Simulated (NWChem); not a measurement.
# Si2H4OCl2; SMILES O[Si@@H](Cl)[SiH2]Cl

```xyz
9

O      1.8620     0.8049    -0.5028
Si     0.4606     0.8113     0.3808
Cl    -0.6499     2.5538     0.0362
Si    -0.8312    -0.9968    -0.3654
Cl     0.0704    -2.7981     0.1869
H      2.5587     1.4298    -0.2521
H      0.7318     0.8070     1.8422
H     -2.1737    -0.9504     0.2663
H     -0.9731    -0.9760    -1.8421
```
Atoms are numbered in this order, from 1.

Program: NWChem. All runs use the structure optimised with B3LYP/6-31G* (spherical d). Level MN15/def2-SVP: energy and gradient on several grids; changes count from the extra-fine grid, which is no exact limit either.

```csv
grid,size of the energy change (μHa),largest change of a gradient component (μHa/bohr),"time, medium = 1 (rough)"
xcoarse,20000,2000,about 1
coarse,100,900,about 1
medium,10,100,about 1
fine,< 10,< 30,about 1
xfine,< 10,< 30,2
```
